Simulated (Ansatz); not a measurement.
Cl2H3Si2, SMILES `Cl[SiH][SiH2]Cl` radical at its PBE0-D4/def2-TZVP geometry, where that method's forces vanish. Charge 0, multiplicity 2.

```xyz
7

Cl    1.9757    1.2288   -1.5388
Si    0.6754   -0.3331   -1.1880
Si   -0.7067    0.2131    0.6144
Cl   -1.9131   -1.4218    0.9537
H     1.4863   -1.5640   -0.9726
H     0.0428    0.5027    1.8637
H    -1.5604    1.3743    0.2677
```

**Question.** What forces (eV/Å) does r2SCAN-D4/def2-TZVPP give on these atoms in the Gaussian-basis code of Ansatz? (An estimate is asked.)

**Answer.** The calculation gave: 
```
Cl1  0.047  0.062 -0.023
Si2 -0.010 -0.048  0.021
Si3  0.014  0.027 -0.017
Cl4 -0.044 -0.052  0.019
H5  -0.019  0.000 -0.001
H6  -0.007  0.013 -0.015
H7   0.019 -0.003  0.016
```
